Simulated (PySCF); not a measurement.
**P (phosphorus, neutral) across methods**

[Ne] 3s1 3p3 3d1, high-spin 6D determinant (an excited configuration). All numbers are calculated (PySCF 2.14, the spin-free X2C one-electron Hamiltonian (Gaussian nucleus), in aug-cc-pVTZ-DK (6s5p3d2f, 50 functions)).

```csv
method,E (hartree),mean ε 3s α (eV),mean ε 3p α (eV),mean ε 3d α (eV),Σ⟨r²⟩ (bohr²),⟨S²⟩
LDA,-340.2715,-18.347,-9.304,0.656,39.98,8.750
UHF,-341.06943,-27.198,-14.487,-1.513,39.25,8.750
r2SCAN,-341.5552,-19.364,-9.748,0.636,39.55,8.750
PBE,-341.4055,-18.384,-9.270,0.628,39.74,8.750
PBEsol,-340.8175,-18.330,-9.242,0.666,39.83,8.750
B97-3,-341.5090,-20.733,-10.626,0.016,39.77,8.750
PBE0,-341.4385,-20.727,-10.691,0.046,39.48,8.750
BHandHLYP,-341.5513,-22.710,-11.733,-0.264,39.58,8.750
wB97M-V,-341.5213,-22.893,-12.601,-1.218,39.82,8.750
```

The outer electron is Rydberg-like, and this basis confines it to a smaller radius and binds it less than a complete one would.

The highest occupied level is positive at LDA, r2SCAN, PBE, PBEsol, B97-3, PBE0: only the finite basis holds that electron, which in a density functional comes from self-interaction.
